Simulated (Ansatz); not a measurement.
Two shapes of singlet GeH₄.

Shape 1:

```xyz
5

Ge   -0.0356    0.0261    0.0235
H     0.8951    0.9195    0.9251
H     0.9254   -0.8554   -0.8820
H    -0.8425    0.9050   -0.8745
H    -0.9051   -0.8424    0.8751
```

Shape 2:

```xyz
5

Ge   -0.0015    0.0512    0.0382
H     0.8528    0.9084    0.9346
H     0.9627   -0.8642   -0.8590
H    -0.8452    0.8744   -0.9070
H    -0.9209   -0.8043    0.8926
```

Basis set: STO-3G (spherical functions). Frozen core: 9 orbitals. Charge 0, multiplicity 1.

Computed with Ansatz (development build ahead of 0.2.0); each method stands on the lowest determinant of its kind that the runs found.

(1) Which shape is lower in energy, and by how much in each method?

## Answers

(1)

```
 method  E(2) − E(1) (eV)
    RHF            -0.031
RHF-MP2            -0.027
```

Shape 2 is lower.
